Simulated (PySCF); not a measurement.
Radial density of Pb (lead, neutral)

r2SCAN0, [Xe] 4f14 5d10 6s2 6p1 6d1, one real determinant (an excited configuration). All numbers are calculated (PySCF 2.14, the spin-free X2C one-electron Hamiltonian (Gaussian nucleus), in x2c-TZVPPall with one added diffuse shell each of s, p, d, f type (12s8p7d4f, 99 functions)).

```json
{"r (bohr)": "0.0129", "4πr²ρ (e/bohr)": "113.8", "4πr²(ρα − ρβ)": "0.0019"}
{"r (bohr)": "0.0216", "4πr²ρ (e/bohr)": "101.1", "4πr²(ρα − ρβ)": "0.0058"}
{"r (bohr)": "0.0364", "4πr²ρ (e/bohr)": "138.4", "4πr²(ρα − ρβ)": "0.0076"}
{"r (bohr)": "0.0612", "4πr²ρ (e/bohr)": "145.1", "4πr²(ρα − ρβ)": "-0.0008"}
{"r (bohr)": "0.103", "4πr²ρ (e/bohr)": "126.8", "4πr²(ρα − ρβ)": "0.0071"}
{"r (bohr)": "0.173", "4πr²ρ (e/bohr)": "125.7", "4πr²(ρα − ρβ)": "0.0037"}
{"r (bohr)": "0.291", "4πr²ρ (e/bohr)": "88.13", "4πr²(ρα − ρβ)": "0.0220"}
{"r (bohr)": "0.489", "4πr²ρ (e/bohr)": "65.59", "4πr²(ρα − ρβ)": "-0.0006"}
{"r (bohr)": "0.823", "4πr²ρ (e/bohr)": "25.84", "4πr²(ρα − ρβ)": "0.0609"}
{"r (bohr)": "1.38", "4πr²ρ (e/bohr)": "11.30", "4πr²(ρα − ρβ)": "0.0148"}
{"r (bohr)": "2.33", "4πr²ρ (e/bohr)": "2.555", "4πr²(ρα − ρβ)": "0.4234"}
{"r (bohr)": "3.92", "4πr²ρ (e/bohr)": "0.4172", "4πr²(ρα − ρβ)": "0.2895"}
{"r (bohr)": "6.59", "4πr²ρ (e/bohr)": "0.1921", "4πr²(ρα − ρβ)": "0.1912"}
{"r (bohr)": "11.1", "4πr²ρ (e/bohr)": "0.02997", "4πr²(ρα − ρβ)": "0.0300"}
```

Densities and radii are taken from the X2C orbitals without a picture-change correction, which distorts them close to the nucleus.

⟨L²⟩ = 8.01 against 12 for a pure F term, so this real determinant mixes terms. Spin-orbit coupling, absent here, splits the open shell strongly. The outer electron is Rydberg-like, and this basis confines it to a smaller radius and binds it less than a complete one would.
